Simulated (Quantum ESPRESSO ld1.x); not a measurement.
Input file for ld1.x (Quantum ESPRESSO 7.5):

```
 &input
    zed=53.0,
    iswitch=1,
    rel=1,
    lsd=1,
    dft='PW',
    config='[Kr] 4d1',
    verbosity='high',
    prefix='ld1',
    max_out_wfc=37,
    file_charge='ld1.rho',
 /
```

Command: `OMP_NUM_THREADS=1 ld1.x < ld1.in > ld1.out`

It prints:

```
     Program LD1 v.7.5 starts

     --------------------------- All-electron run ----------------------------

     scalar relativistic calculation

     atomic number is 53.00
     dft =PW   lsd =1 sic =0 latt =0  beta=0.20 tr2=1.0E-14
     Exchange-correlation= PW
                           (   1   4   0   0   0   0   0)
     mesh =2073 r(mesh) = 100.05380 a.u. xmin = -8.00 dx = 0.00800
     1 Ry =  13.60569312 eV, c = 137.03599908

     n l     nl                  e(Ry)          e(Ha)          e(eV)
     1 0     1S 1( 1.00)   -2450.675439593   -1225.337719796 -33343.1379752
     2 0     2S 1( 1.00)    -403.311920860    -201.655960430  -5487.3382281
     2 1     2P 1( 3.00)    -365.188795256    -182.594397628  -4968.6466802
     3 0     3S 1( 1.00)    -103.389403112     -51.694701556  -1406.6844909
     3 1     3P 1( 3.00)     -91.034938021     -45.517469011  -1238.5934302
     4 0     4S 1( 1.00)     -38.419482989     -19.209741495   -522.7236955
     4 1     4P 1( 3.00)     -34.188041923     -17.094020961   -465.1520069
     3 2     3D 1( 5.00)     -72.641483814     -36.320741907   -988.3377368
     4 2     4D 1( 1.00)     -27.887853308     -13.943926654   -379.4335740
     1 0     1S 2( 1.00)   -2450.674327651   -1225.337163826 -33343.1228464
     2 0     2S 2( 1.00)    -403.274641208    -201.637320604  -5486.8310126
     2 1     2P 2( 3.00)    -365.158813122    -182.579406561  -4968.2387525
     3 0     3S 2( 1.00)    -103.363021753     -51.681510877  -1406.3255542
     3 1     3P 2( 3.00)     -91.006666397     -45.503333198  -1238.2087751
     4 0     4S 2( 1.00)     -38.297385849     -19.148692924   -521.0624793
     4 1     4P 2( 3.00)     -34.066249383     -17.033124691   -463.4949350
     3 2     3D 2( 5.00)     -72.605269561     -36.302634780   -987.8450168
     4 2     4D 2( 0.00)     -27.767843079     -13.883921540   -377.8007516

     final scf error:  3.0E-15 reached in  19 iterations

     Etot =  -14029.889578 Ry,   -7014.944789 Ha, -190886.372145 eV
     Total magnetization:    1.00 Bohr mag.

     Ekin =   14734.410975 Ry,    7367.205488 Ha,  200471.874078 eV
     Encl =  -32889.870527 Ry,  -16444.935263 Ha, -447489.485242 eV
     Eh   =    4447.877702 Ry,    2223.938851 Ha,   60516.459063 eV
     Exc  =    -322.307728 Ry,    -161.153864 Ha,   -4385.220044 eV

     normalization and overlap integrals

     s(1S/1S) =  1.000000  <r> =   0.0272  <r2> =    0.0010  r(max) =   0.0176
     s(1S/2S) = -0.015019
     s(1S/3S) = -0.006378
     s(1S/4S) = -0.003173
     s(2S/2S) =  1.000000  <r> =   0.1172  <r2> =    0.0162  r(max) =   0.0988
     s(2S/3S) = -0.003934
     s(2S/4S) = -0.001879
     s(2P/2P) =  1.000000  <r> =   0.1025  <r2> =    0.0128  r(max) =   0.0796
     s(2P/3P) = -0.003212
     s(2P/4P) = -0.001478
     s(3S/3S) =  1.000000  <r> =   0.3128  <r2> =    0.1118  r(max) =   0.2841
     s(3S/4S) = -0.001279
     s(3P/3P) =  1.000000  <r> =   0.3103  <r2> =    0.1116  r(max) =   0.2774
     s(3P/4P) = -0.001116
     s(4S/4S) =  1.000000  <r> =   0.6895  <r2> =    0.5338  r(max) =   0.6582
     s(4P/4P) =  1.000000  <r> =   0.7173  <r2> =    0.5810  r(max) =   0.6796
     s(3D/3D) =  1.000000  <r> =   0.2855  <r2> =    0.0962  r(max) =   0.2289
     s(3D/4D) = -0.000829
     s(4D/4D) =  1.000000  <r> =   0.7548  <r2> =    0.6507  r(max) =   0.7017
     s(1S/1S) =  1.000000  <r> =   0.0272  <r2> =    0.0010  r(max) =   0.0176
     s(1S/2S) = -0.015019
     s(1S/3S) = -0.006378
     s(1S/4S) = -0.003173
     s(2S/2S) =  1.000000  <r> =   0.1172  <r2> =    0.0162  r(max) =   0.0988
     s(2S/3S) = -0.003935
     s(2S/4S) = -0.001879
     s(2P/2P) =  1.000000  <r> =   0.1025  <r2> =    0.0128  r(max) =   0.0796
     s(2P/3P) = -0.003212
     s(2P/4P) = -0.001478
     s(3S/3S) =  1.000000  <r> =   0.3128  <r2> =    0.1117  r(max) =   0.2841
     s(3S/4S) = -0.001279
     s(3P/3P) =  1.000000  <r> =   0.3102  <r2> =    0.1115  r(max) =   0.2774
     s(3P/4P) = -0.001116
     s(4S/4S) =  1.000000  <r> =   0.6895  <r2> =    0.5338  r(max) =   0.6582
     s(4P/4P) =  1.000000  <r> =   0.7174  <r2> =    0.5812  r(max) =   0.6796
     s(3D/3D) =  1.000000  <r> =   0.2854  <r2> =    0.0962  r(max) =   0.2308
     s(3D/4D) = -0.000829
     s(4D/4D) =  1.000000  <r> =   0.7552  <r2> =    0.6515  r(max) =   0.7017

     ------------------------ End of All-electron run ------------------------
```

Run on one thread of a shared host, so times are rough (Intel(R) Xeon(R) Processor @ 2.60GHz): 0.71 s of CPU time, 0.85 s wall, 19 iterations on 2073 mesh points.
